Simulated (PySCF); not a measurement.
Bi (bismuth, neutral) across methods

[Xe] 4f14 5d10 6s1 6p3 7s1, high-spin 6S determinant (an excited configuration). Calculation: PySCF 2.14, in aug-cc-pVQZ-PP with ECP60MDF; a scalar-relativistic core potential.

```json
{"method": "PBE", "E (hartree)": "-214.1377", "mean ε 6s α (eV)": "-19.280", "mean ε 6p α (eV)": "-8.561", "mean ε 7s α (eV)": "-2.019", "Σ⟨r²⟩ (bohr²)": "95.95", "⟨S²⟩": "8.752"}
{"method": "PBE0", "E (hartree)": "-214.1295", "mean ε 6s α (eV)": "-21.320", "mean ε 6p α (eV)": "-9.740", "mean ε 7s α (eV)": "-2.398", "Σ⟨r²⟩ (bohr²)": "96.41", "⟨S²⟩": "8.753"}
{"method": "B3LYP", "E (hartree)": "-214.1822", "mean ε 6s α (eV)": "-20.739", "mean ε 6p α (eV)": "-9.346", "mean ε 7s α (eV)": "-2.282", "Σ⟨r²⟩ (bohr²)": "96.48", "⟨S²⟩": "8.752"}
{"method": "LC-wPBE", "E (hartree)": "-214.1646", "mean ε 6s α (eV)": "-24.940", "mean ε 6p α (eV)": "-12.411", "mean ε 7s α (eV)": "-3.538", "Σ⟨r²⟩ (bohr²)": "97.14", "⟨S²⟩": "8.754"}
{"method": "LDA", "E (hartree)": "-213.8117", "mean ε 6s α (eV)": "-19.469", "mean ε 6p α (eV)": "-8.657", "mean ε 7s α (eV)": "-2.179", "Σ⟨r²⟩ (bohr²)": "95.18", "⟨S²⟩": "8.752"}
{"method": "wB97M-V", "E (hartree)": "-214.0663", "mean ε 6s α (eV)": "-24.076", "mean ε 6p α (eV)": "-11.945", "mean ε 7s α (eV)": "-3.430", "Σ⟨r²⟩ (bohr²)": "96.64", "⟨S²⟩": "8.754"}
{"method": "CAM-B3LYP", "E (hartree)": "-214.0832", "mean ε 6s α (eV)": "-22.870", "mean ε 6p α (eV)": "-10.854", "mean ε 7s α (eV)": "-2.913", "Σ⟨r²⟩ (bohr²)": "96.63", "⟨S²⟩": "8.752"}
{"method": "r2SCAN", "E (hartree)": "-214.2271", "mean ε 6s α (eV)": "-20.262", "mean ε 6p α (eV)": "-9.129", "mean ε 7s α (eV)": "-2.047", "Σ⟨r²⟩ (bohr²)": "96.88", "⟨S²⟩": "8.756"}
```

Task: Estimate the same row for UHF.

Result: E (hartree) = -213.18101; mean ε 6s α (eV) = -26.549; mean ε 6p α (eV) = -12.710; mean ε 7s α (eV) = -3.243; Σ⟨r²⟩ (bohr²) = 99.05; ⟨S²⟩ = 8.758.

Energies and moments cover only the electrons outside the core potential. Spin-orbit coupling, which splits the p, d and f shells strongly at this Z, is absent. Spin-orbit coupling is strong in this species (close to jj coupling), so the high-spin LS determinant is a model state, not a physical level. The outer electron is Rydberg-like, and this basis confines it to a smaller radius and binds it less than a complete one would.
